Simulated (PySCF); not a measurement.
From a computed spectrum to the compound

A species of 7 atoms with charge 0 has these harmonic modes (PBE, small Gaussian bases with core potentials, PySCF 2.14.0):

```csv
cm⁻¹,km/mol,symmetry
37,9.7,a1
117,1.4,e
117,1.4,e
265,0.0,a2
348,248.8,e
348,248.8,e
474,1.5,e
474,1.5,e
484,451.9,a1
583,160.2,e
583,160.2,e
605,1.3,a1
3861,141.9,e
3861,141.9,e
3861,1.3,a1
```

(1) Which species is it, and in which structure?

Answers

(1) Dy(OH)3 (singlet in the valence; each metal's 4f electrons, 9 of them, lie in its core potential, out of spins and levels):
```xyz
7

Dy    0.0000    0.0000   -0.0231
O     2.0530    0.0000    0.0694
H     3.0159    0.0000    0.1492
O    -1.0265    1.7780    0.0694
H    -1.5080    2.6118    0.1492
O    -1.0265   -1.7780    0.0694
H    -1.5079   -2.6118    0.1492
```
Ideal gas at 298.15 K and 1 bar: S = 372.7 J/(mol K), Cp = 107.8 J/(mol K), H − H(0 K) = 22.2 kJ/mol (rigid rotor, harmonic modes, spin degeneracy alone, that of the 4f electrons in the core included; the modes under 60 cm⁻¹ make these uncertain). An lcecp potential fixes the number of 4f electrons, so in runs with it no electron can move into or out of that shell.
 Other answers can fit too; this one was computed.
